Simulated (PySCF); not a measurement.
CH7B3O4Si.
SMILES: `CB1OBOB(O[SiH3])O1`

Torsions of this conformer, `[CH3:1][B:2]1[O:3][BH:4][O:5][B:6]([O:7][SiH3:8])[O:9]1`: O5–B6–O7–Si8 180°.

The closed-shell ground state was solved at several levels (PySCF, density fitting, gas phase, non-relativistic). One conformer (not necessarily the lowest) at the PBE0-D3(BJ)/def2-SVP geometry, without solvent, vibrations or thermal averaging.

```
           level  basis functions  HOMO (eV)  LUMO (eV)  gap (eV)  dipole (D)
   PBE0/pcSseg-1              195      -9.31      -0.20      9.11        1.73
wB97X-D/pcSseg-1              195     -11.22       1.75     12.97        1.71
```

(1) What might PBE0/def2-SVPD (252 basis functions) give for the same quantities?

(2) Over all these levels, which gives the widest orbital gap and which the narrowest?

(3) How far do the dipole and the HOMO energy spread over the levels?

Results:

(1) HOMO -9.28 eV, LUMO -0.26 eV, gap 9.02 eV, dipole 1.60 D.

(2) wB97X-D/pcSseg-1 (range-separated hybrid) has the widest, 12.97 eV, and PBE0/def2-SVPD (global hybrid, 25 % exact exchange) the narrowest, 9.02 eV. Functional and basis both differ between the two, so the spread mixes both effects.

(3) The dipole runs from 1.60 to 1.73 D (mean 1.68 D) and the HOMO from -11.22 to -9.28 eV.
